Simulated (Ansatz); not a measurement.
Consider the ligand exchange at a Zr–N bond: `[NH2][Zr]([OH])([F])[F]` + H–F → `[OH][Zr]([F])([F])[F]` + NH₃.

Gas-phase electronic energies from Ansatz, PBE0-D4/def2-TZVP geometries. CCSD(T)/CBS is the MP2 limit (def2-TZVPP, def2-QZVPP) plus CCSD(T) − MP2 in def2-TZVPP, frozen cores. This one scheme is used for every species. Functionals use def2-TZVPP. B3LYP here is the variant with VWN-RPA as its local correlation; programs differ in this. Elements past krypton have def2 core potentials. For Zr outer-core shells are correlated without core-valence functions, which leaves a few kJ/mol of doubt a bond. Each species was taken in one conformer, which may not be the lowest.

```json
{"species": "`[NH2][Zr]([OH])([F])[F]`", "B3LYP energy (Eh)": "-378.98614"}
{"species": "H–F", "B3LYP energy (Eh)": "-100.49272"}
{"species": "`[OH][Zr]([F])([F])[F]`", "B3LYP energy (Eh)": "-422.93798"}
{"species": "NH₃", "B3LYP energy (Eh)": "-56.58862"}
```

(1) Work out ΔE.

(2) What do rigid-rotor, harmonic-oscillator terms from PBE0-D4/def2-TZVP frequencies (298.15 K, 1 bar) make of the CCSD(T)/CBS value? (Best estimate.)

Largest T1 diagnostic among the species: 0.017.

Results:

(1) ΔE = (-422.93798) + (-56.58862) − (-378.98614) − (-100.49272) = -0.04774 Eh = -125.3 kJ/mol. CCSD(T)/CBS gives -112.9 kJ/mol.

(2) Ansatz gave: ΔZPE = +6.8 kJ/mol, ΔH = -107.7 kJ/mol, ΔS = -8 J/(mol·K), ΔG = -105.4 kJ/mol.

At CCSD(T), def2-SVP lies −14.9 kJ/mol from the extrapolated value and def2-TZVPP −1.2 kJ/mol. From BLYP to BHLYP (50 % exact exchange), in def2-TZVPP and without D4, ΔE moves by +4.0 kJ/mol.
